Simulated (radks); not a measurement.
Question: Pd, configuration [Kr] 4d10. Calculated with a radial shooting solver on a logarithmic mesh with Libxc functionals: Dirac Kohn-Sham, LDA (Slater exchange, Perdew-Wang correlation), spin-unpolarised, spherical densities, finite nucleus; Fermi nuclear charge, rms radius 4.5318 fm. Some entries of the table are withheld. Estimate them.

orbital,occ.,eigenvalue (hartree),r(max) (bohr)
1s1/2,2,-886.4310,0.02068
2s1/2,2,-129.4223,0.1171
2p1/2,2,(1),0.09052
2p3/2,4,(2),0.09469
3s1/2,2,(3),0.3424
3p1/2,2,-19.64217,0.3287
3p3/2,4,-18.62250,0.3385
3d3/2,4,-12.08961,0.2803
3d5/2,6,-11.88608,0.2831
4s1/2,2,-3.13780,0.8503
4p1/2,2,-2.00045,(4)
4p3/2,4,-1.83522,(5)
4d3/2,4,-0.16830,(6)
4d5/2,6,-0.15217,(7)

Answer: 
(1) 2p1/2 eigenvalue (hartree): -120.1262
(2) 2p3/2 eigenvalue (hartree): -114.2774
(3) 3s1/2 eigenvalue (hartree): -23.31621
(4) 4p1/2 r(max) (bohr): 0.8916
(5) 4p3/2 r(max) (bohr): 0.9172
(6) 4d3/2 r(max) (bohr): 1.092
(7) 4d5/2 r(max) (bohr): 1.106
